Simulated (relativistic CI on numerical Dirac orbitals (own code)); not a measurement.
Inner-shell lines of Nd31+

These numbers are calculated, not measured: Dirac-Coulomb-Breit CI, separate exchange-only KLI orbitals for each configuration, a model potential for QED, unscaled Slater integrals (own radial code, finite nucleus).

Configurations in the expansion (outside the closed core 2s2 2p6 3s2 3p6 3d10): 1s2 4s, 1s 4s 4p, 1s 4s 5p, 1s 4p 5p, 1s2 4p, 1s 4p2. Levels of other configurations are missing.

The table holds the strongest lines. The upper levels have an inner-shell vacancy. Auger decay, open to those above the ionisation limit, is not computed, and radiative decays to configurations outside the model are missing too. Absolute energies can be off by a few tenths of a per cent, so close lines can change order. LS names give the leading component, which can be well under half, for lower levels too. Brackets number the levels in order of energy.

```csv
E (eV),Upper,Lower,A (s⁻¹),gA (s⁻¹)
43562.4,1s 4s 4p 4P°_3/2 [5],1s2 4s 2S_1/2 [1],1.78e+14,7.13e+14
43564.2,1s 4p2 4P_3/2 [12],1s2 4p 2P°_3/2 [3],1.27e+14,5.09e+14
43566.0,1s 4p2 2P_1/2 [13],1s2 4p 2P°_3/2 [3],2.40e+14,4.80e+14
43566.8,1s 4p2 4P_1/2 [11],1s2 4p 2P°_1/2 [2],3.36e+14,6.73e+14
43567.3,1s 4p2 2D_5/2 [14],1s2 4p 2P°_3/2 [3],2.14e+14,1.28e+15
43567.9,1s 4s 4p 2P°_1/2 [6],1s2 4s 2S_1/2 [1],2.50e+14,4.99e+14
43569.9,1s 4p2 2D_3/2 [15],1s2 4p 2P°_3/2 [3],1.40e+14,5.59e+14
43597.4,1s 4s 4p 2P°_3/2 [8],1s2 4s 2S_1/2 [1],5.46e+14,2.19e+15
43598.8,1s 4p2 2P_1/2 [13],1s2 4p 2P°_1/2 [2],5.35e+14,1.07e+15
43600.8,1s 4p2 4P_5/2 [16],1s2 4p 2P°_3/2 [3],1.59e+14,9.57e+14
43602.7,1s 4p2 2D_3/2 [15],1s2 4p 2P°_1/2 [2],4.79e+14,1.92e+15
43603.4,1s 4p2 2P_3/2 [17],1s2 4p 2P°_3/2 [3],7.35e+14,2.94e+15
43609.8,1s 4p2 2S_1/2 [18],1s2 4p 2P°_3/2 [3],3.82e+14,7.64e+14
43610.1,1s 4s 4p 2P°_1/2 [9],1s2 4s 2S_1/2 [1],4.08e+14,8.15e+14
44053.6,1s 4p 5p 2D_5/2 [34],1s2 4p 2P°_3/2 [3],9.52e+13,5.71e+14
44067.4,1s 4p 5p 2P_1/2 [31],1s2 4p 2P°_1/2 [2],2.44e+14,4.87e+14
44068.2,1s 4p 5p 2D_3/2 [32],1s2 4p 2P°_1/2 [2],2.22e+14,8.88e+14
44068.7,1s 4s 5p 2P°_3/2 [23],1s2 4s 2S_1/2 [1],1.76e+14,7.05e+14
44069.5,1s 4p 5p 2D_5/2 [40],1s2 4p 2P°_3/2 [3],2.48e+14,1.49e+15
44072.5,1s 4p 5p 2P_3/2 [42],1s2 4p 2P°_3/2 [3],1.48e+14,5.93e+14
```
